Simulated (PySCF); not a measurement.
F$_{6}$Ru (SMILES [F][Ru]([F])([F])([F])([F])[F]), triplet (typed; the unrestricted solution is spin-contaminated), geometry from GFN2-xTB (such geometries of metal compounds can be far from the true shape) (all electrons, no relativity), with bond 2-1 at 1.6 times its length. Base run: M062X/3-21G in PySCF.

Geometry (Å):
```xyz
7

Ru     0.0000     0.0000     0.0000
F      1.7799    -0.7182    -2.2380
F     -1.1124     0.4489     1.3988
F     -1.1598     0.8085    -1.1819
F     -0.9016    -1.5938    -0.2056
F      0.9016     1.5938     0.2056
F      1.1598    -0.8085     1.1819
```
Charge 0, spin multiplicity 3.
Orbitals are unrestricted.
All else is at PySCF's defaults.
Base energy -5018.51705 Eh.

Each row names what was changed in the base input (with any setting that the change needs).

| change | ΔE vs base (µEh) | outcome |
|---|---|---|
| base | 0.0 | converged |
| level_shift = 1.0 (with mf.max_cycle = 100) | - | not converged |
| diis = off (with mf.max_cycle = 100) | - | not converged |
| init_guess = vsap | - | not converged |
| conv_tol = 1e-12 | - | not converged |
| init_guess = mod_huckel | - | not converged |
| init_guess = atom | - | not converged |
| diis_space = 4 | - | not converged |
| DIIS = EDIIS | - | not converged |
| conv_tol_grad = 1e-3 | 0.0 | converged |
| diis_space = 2 | - | not converged |

Open shells are given as the SCF converged; they aren't shown to be the lowest states, and a large step between rows can be another state.
